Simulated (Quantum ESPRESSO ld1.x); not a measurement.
The numbers below are computed, except where a source is named.
Ru III, 42 electrons, occupied as [Ar] 3d10 4s1 4p6 4d6 5d1 (not the ground configuration). Level of theory: Dirac Kohn-Sham, PBE, spin-unpolarised, spherical densities, point nucleus; open shells fill j = l - 1/2 first (ld1.x of Quantum ESPRESSO 7.5).

Unscreened Slater integrals over Kohn-Sham orbitals (eV). Large and small components are both included. Empty in this configuration: 5s1/2.

\begin{tabular}{lr}
integral & value \\ \hline
F0(5d3/2,5d3/2) & 5.4013 \\
F2(5d3/2,5d3/2) & 2.9376 \\
F0(5d3/2,4d5/2) & 6.9300 \\
F2(5d3/2,4d5/2) & 1.4058 \\
G2(5d3/2,4d5/2) & 0.44061 \\
G4(5d3/2,4d5/2) & 0.35122 \\
F0(5d3/2,4d3/2) & 6.9357 \\
F2(5d3/2,4d3/2) & 1.3948 \\
G0(5d3/2,4d3/2) & 0.37699 \\
G2(5d3/2,4d3/2) & 0.44060 \\
F0(5d3/2,4p3/2) & 7.0800 \\
F2(5d3/2,4p3/2) & 1.1382 \\
G1(5d3/2,4p3/2) & 0.60145 \\
G3(5d3/2,4p3/2) & 0.42475 \\
F0(5d3/2,5s1/2) & 6.4448 \\
G2(5d3/2,5s1/2) & 1.5636 \\
F0(4d5/2,4d5/2) & 17.263 \\
F2(4d5/2,4d5/2) & 8.7039 \\
F4(4d5/2,4d5/2) & 5.7160 \\
F0(4d5/2,4d3/2) & 17.338 \\
F2(4d5/2,4d3/2) & 8.7410 \\
G2(4d5/2,4d3/2) & 8.7374 \\
G4(4d5/2,4d3/2) & 5.7384 \\
F0(4d5/2,4p3/2) & 19.226 \\
F2(4d5/2,4p3/2) & 9.5495 \\
G1(4d5/2,4p3/2) & 11.996 \\
G3(4d5/2,4p3/2) & 7.3522 \\
F0(4d5/2,5s1/2) & 11.335 \\
G2(4d5/2,5s1/2) & 2.0288 \\
F0(4d3/2,4d3/2) & 17.415 \\
F2(4d3/2,4d3/2) & 8.7797 \\
F0(4d3/2,4p3/2) & 19.332 \\
F2(4d3/2,4p3/2) & 9.6282 \\
G1(4d3/2,4p3/2) & 12.121 \\
G3(4d3/2,4p3/2) & 7.4309 \\
F0(4d3/2,5s1/2) & 11.353 \\
G2(4d3/2,5s1/2) & 1.9855 \\
F0(4p3/2,4p3/2) & 22.047 \\
F2(4p3/2,4p3/2) & 11.604 \\
F0(4p3/2,5s1/2) & 11.770 \\
G1(4p3/2,5s1/2) & 0.90389 \\
F0(5s1/2,5s1/2) & 9.4577 \\
\end{tabular}
